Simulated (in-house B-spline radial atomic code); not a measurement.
Settings and results of a run for the rhodium ion Rh⁺. Level of theory: scalar-relativistic (X2C) CAM-B3LYP, spin-polarised, spherical fractional occupations, exact exchange averaged over the configuration, Fermi nucleus of rms radius 4.4945 fm; calculated with a B-spline radial code for spherical atoms.

Command:
```bash
python run_scf.py task.json out
```
Settings (nuclear radius in fm, mass in u):
```
Z                45
configuration    [Kr] 4d8
hamiltonian      x2c
method           camb3lyp
spin_polarised   True
nucleus          fermi
rms_radius       4.4945
atomic_mass      102.90549
speed_of_light   137.035999084
exact_exchange   averaged over the configuration
```

Output (hartree, bohr):
```
 radial grid: 81 intervals, B-splines of order 8, outer radius 60 bohr

 iter        energy (Eh)    residual
    1       -4776.325219    4.42e-01
    2       -4778.695393    3.55e-01
    3       -4783.480164    6.34e-02
    4       -4783.631209    1.81e-02
    5       -4783.641113    7.49e-03
    6       -4783.641849    9.27e-04
    7       -4783.641852    6.56e-04
    8       -4783.641869    3.60e-05
    9       -4783.641869    9.70e-06
   10       -4783.641869    1.25e-06
   11       -4783.641869    9.80e-08

 total energy                     -4783.64187
 kinetic                            4987.2365
 electron-nucleus                 -11569.7465
 Hartree                            1938.7443
 exact exchange                      -29.5733
 exchange-correlation               -110.3030

 orbital      occ     eigenvalue          <r>       <r^2>       <1/r>       r_max
 1s up      1.000      -848.1550    0.0320975  0.00140239     48.8122     0.02055
 1s down    1.000      -848.1551    0.0320974  0.00140239     48.8122     0.02055
 2s up      1.000      -123.8676     0.141441   0.0236484     10.9851      0.1197
 2s down    1.000      -123.8547     0.141435   0.0236466     10.9857      0.1197
 2p up      3.000      -111.0555     0.123485   0.0186416     10.3555     0.09551
 2p down    3.000      -111.0448     0.123478   0.0186392     10.3561      0.0955
 3s up      1.000       -22.6810     0.390203    0.174393     3.78129      0.3514
 3s down    1.000       -22.6744     0.390178    0.174352     3.78107      0.3515
 3p up      3.000       -18.4428      0.39007    0.176923     3.54967      0.3446
 3p down    3.000       -18.4351     0.390022    0.176853     3.54955      0.3446
 3d up      5.000       -11.6467     0.370244    0.163826     3.30795      0.2913
 3d down    5.000       -11.6331     0.370305    0.163857     3.30715      0.2915
 4s up      1.000        -3.5627     0.983611      1.0974     1.40667      0.8829
 4s down    1.000        -3.5021     0.981789     1.09362     1.41047      0.8812
 4p up      3.000        -2.3523      1.08566     1.35322     1.24733      0.9459
 4p down    3.000        -2.2806      1.08384     1.34929     1.25051      0.9438
 4d up      5.000        -0.6371      1.52824     2.84826    0.884439       1.145
 4d down    3.000        -0.5874      1.56094     2.99707    0.872057       1.148
```

Time taken, with all properties: 4.3 s on 1 thread of Arm Neoverse N1 (shared host).

One-electron X2C: radii and densities carry no picture-change correction, so inner-shell <1/r> comes out high (for 1s by about 2 % at Z = 33, 5 % at 54, 10 % at 75, 30 % at 118) and <r> low.
